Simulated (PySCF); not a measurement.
# Löwdin shares of the frontier orbitals

CH10OSSi4.
SMILES with atom numbers: `[CH3:1][Si@@H:2]1[S:3][SiH2:4][Si@H:5]1[O:6][SiH3:7]` (hydrogens: H8, H9, H10 on C1; H11 on Si2; H12, H13 on Si4; H14 on Si5; H15, H16, H17 on Si7)

Computed, not measured: TDDFT CAM-B3LYP/def2-SVPD, vertical, gas phase, core orbitals frozen in the response in PySCF. Geometry: GFN2-xTB, one conformer, isolated molecule. Torsions of this conformer, `[CH3:1][Si@@H:2]1[S:3][SiH2:4][Si@H:5]1[O:6][SiH3:7]`: Si4–Si5–O6–Si7 54°.

Kohn–Sham orbitals with the atoms that hold most of them (Löwdin shares over 4%, at most four atoms; ? is withheld):

| orbital | ε (eV) | atoms |
| --- | --- | --- |
| LUMO+2 | 0.68 | S3 21%, Si4 18%, Si5 16%, Si2 13% |
| LUMO+1 | 0.30 | Si5 21%, Si4 19%, Si2 16%, S3 14% |
| LUMO | ? | Si5 26%, Si4 16%, Si2 15%, S3 10% |
| HOMO | -8.23 | ? |
| HOMO-1 | -8.76 | ? |
| HOMO-2 | -8.83 | S3 38%, Si4 17%, Si5 16%, O6 10% |
| HOMO-3 | -10.39 | S3 43%, Si2 14%, Si4 14%, C1 9% |

(1) Which atoms hold the HOMO, and with what shares?

(2) Which atoms hold the HOMO-1, and with what shares?

(3) What is the LUMO energy, and the HOMO–LUMO gap?

Answers

(1) S3 (bonded to 2 Si) 69%; Si4 (bonded to S, Si and 2 H) 10%; Si2 (bonded to C, S, Si and H) 8%. By element: sulfur 69%, silicon 18% or more.

(2) Si5 (bonded to O, 2 Si and H) 23%; Si2 (bonded to C, S, Si and H) 23%; O6 (bonded to 2 Si) 13%; Si4 (bonded to S, Si and 2 H) 11%. By element: silicon 57% or more, oxygen 13%.

(3) ε(LUMO) = -0.33 eV; the gap is 7.90 eV (0.2902 hartree).

Task: The HOMO–LUMO gap is 7.90 eV. Where does the response calculation put the lowest singlet, and from which orbitals?

Result: S1 is at 4.95 eV (f = 0.0062), 2.95 eV below the gap, made of HOMO→LUMO (92%). 

Task: One configuration dominates each of S1, S2, S3, S4, S6 and S7. Which, and how do the shares of the two leading atoms of either orbital change from the occupied to the empty one?

Result: 
- S1 (4.95 eV, f 0.0062), HOMO→LUMO (92%): S3 69% → 10%, Si4 10% → 16%, Si5 at most 4% → 26%
- S2 (5.14 eV, f 0.013), HOMO-1→LUMO (83%): Si5 23% → 26%, Si2 23% → 15%, Si4 11% → 16%
- S3 (5.37 eV, f 0.0068), HOMO-2→LUMO (78%): S3 38% → 10%, Si4 17% → 16%, Si5 16% → 26%
- S4 (5.49 eV, f 0.012), HOMO→LUMO+1 (86%): S3 69% → 14%, Si4 10% → 19%, Si5 at most 4% → 21%
- S6 (5.90 eV, f 0.090), HOMO-1→LUMO+1 (74%): Si5 23% → 21%, Si2 23% → 16%, Si4 11% → 19%
- S7 (6.16 eV, f 0.036), HOMO-2→LUMO+1 (77%): S3 38% → 14%, Si4 17% → 19%, Si5 16% → 21%

Löwdin shares depend on the basis, the more so with diffuse functions.
